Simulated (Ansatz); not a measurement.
`C=CC[SiH3]` + `C#CO` → `C#CO[SiH3]` + `C=CC` at 400 K and 1 bar (ligand exchange at the Si–C bond).

Computed with Ansatz on PBE0-D4/def2-TZVP structures; ΔE is electronic, products minus reactants. CCSD(T)/CBS is the MP2 limit (def2-TZVPP, def2-QZVPP) plus CCSD(T) − MP2 in def2-TZVPP, frozen cores. This one scheme is used for every species. Each species was taken in one conformer, which may not be the lowest.

```
     species  CCSD(T)/CBS energy (Eh)  H − E (kJ/mol)  S (J/(mol·K))
`C=CC[SiH3]`               -408.02402           279.1          352.1
      `C#CO`               -152.38380           102.4          264.4
`C#CO[SiH3]`               -442.69805           153.1          334.2
      `C=CC`               -117.74610           229.7          285.2
```

H − E and S are ideal-gas, rigid-rotor, harmonic terms from PBE0-D4/def2-TZVP, for one conformer and one mirror image of each species. 1 Eh = 2625.50 kJ/mol, R = 8.31446 J/(mol·K).

By hand: ΔE, ΔH, ΔS and ΔG.

ΔE = (-442.69805) + (-117.74610) − (-408.02402) − (-152.38380) = -0.03633 Eh = -95.4 kJ/mol. Δ(H − E) = 153.1 + 229.7 − 279.1 − 102.4 = 1.3, so ΔH = -94.1 kJ/mol. ΔS = 334.2 + 285.2 − 352.1 − 264.4 = 2.9 J/(mol·K). ΔG = -94.1 − 400 × (2.9)/1000 = -95.3 kJ/mol.

By hand: the equilibrium constant, and the temperature at which ΔG would vanish if ΔH and ΔS stayed fixed.

log₁₀ K = −ΔG/(RT ln 10) = 12.4. ΔH and −TΔS have one sign here, so there is no such temperature. One of them is within its doubt of zero, so this could turn.

The number of gas molecules stays the same, so ΔS is small and ΔH decides. A doubt of 5 kJ/mol in ΔE shifts log₁₀ K by 0.7 here. Other conformers and mirror images would add mixing entropy, several J/(mol·K) or more a flexible species. These are equilibria of isolated gas molecules and say nothing of rates. Largest T1 diagnostic: 0.013 (customary marks: 0.02 for closed shells, 0.045 for open ones).
